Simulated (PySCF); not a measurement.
# Reading the logs of faulty runs: ClGeH3NSi

All numbers below are calculated, not measured. The program is PySCF 2.14.0, an open-source quantum chemistry code, run on an isolated molecule that a program drew, which may never have been made. The molecule is ClGeH3NSi (charge 0, doublet), drawn as the SMILES string `[SiH2][N]=[GeH][Cl]`.

Each row is a Hartree-Fock (HF) and frozen-core CCSD(T) single point in the cc-pV(D+d)Z basis, meant for a local HF minimum. Run 1 is clean. Each other run has one planted mistake out of seven kinds, and not every kind appears here: one electron removed, one electron added, multiplicity raised by two, geometry at a saddle point, minimal basis STO-3G, one bond length entered in bohr, all coordinates scaled. The reference is restricted for singlets and unrestricted otherwise, and also for a bond in bohr. Adding or removing an electron swaps singlet and doublet. Electrons count all cores. HOMO and LUMO are orbital energies over both spins, the gradient is its largest component, and the lowest frequency (negative if imaginary) is given only where the gradient is small. Bond lengths are over the 6 bonds as drawn. T1 is the CCSD diagnostic: over 0.02 (restricted) or 0.045 (unrestricted) a single reference is doubtful. Germanium has the cc-pVDZ-PP basis, with a core potential (ECP10MDF) in place of its 10 inner electrons, and its 3s, 3p and 3d shells are frozen in CCSD(T).

Geometry of the clean run:
```xyz
7
ClGeH3NSi, angstrom
Si    2.0278   -0.3122   -0.3577
N     2.2899    1.1847    0.0499
Ge    1.3876    2.6962    0.3733
Cl   -0.6978    2.5332   -0.3570
H     3.1270   -1.2875   -0.3906
H     0.7400   -0.9177   -0.7368
H     1.9960    3.8828   -0.3910
```

| run | electrons | basis functions | <S^2> | HOMO (eV) | LUMO (eV) | gradient (hartree/bohr) | lowest frequency (cm^-1) | mean bond (Å) | longest bond (Å) | T1 | HF (hartree) | CCSD(T) (hartree) | mistake |
|---|---|---|---|---|---|---|---|---|---|---|---|---|---|
| 1 | 73 | 98 | 0.768 | -8.62 | 0.62 | 1.6e-05 | 74 | 1.6764 | 2.216 | 0.0193 | -1098.01160 | -1098.54115 | no fault |
| 2 | 72 | 98 | 0.000 | -16.16 | -6.76 | 8.3e-02 | - | 1.6764 | 2.216 | 0.0203 | -1097.72646 | -1098.25593 | one electron removed |
| 3 | 73 | 98 | 3.783 | -6.28 | -0.41 | 1.5e-01 | - | 1.6764 | 2.216 | 0.0238 | -1097.90657 | -1098.39989 | multiplicity raised by two |
| 4 | 73 | 98 | 0.828 | -9.09 | 0.26 | 2.1e-02 | - | 1.9043 | 2.904 | 0.0239 | -1097.95509 | -1098.47766 | one bond length entered in bohr |
| 5 | 73 | 98 | 0.831 | -8.86 | 0.25 | 3.3e-02 | - | 1.7652 | 2.333 | 0.0263 | -1097.99235 | -1098.53264 | ? |

**Which mistake was planted in run 5, and what did it cost?**

The mean and the longest bond both change by the same factor, 1.053, and the gradient is no longer small. So the mistake is: all coordinates scaled. Subtracting run 1 and multiplying by 627.51 kcal/mol a hartree, the energy moved by 12.1 kcal/mol in HF and 5.3 kcal/mol in CCSD(T).

Cautions from the logs. Run 2: T1 is over the limit, so its CCSD(T) energy is less reliable.
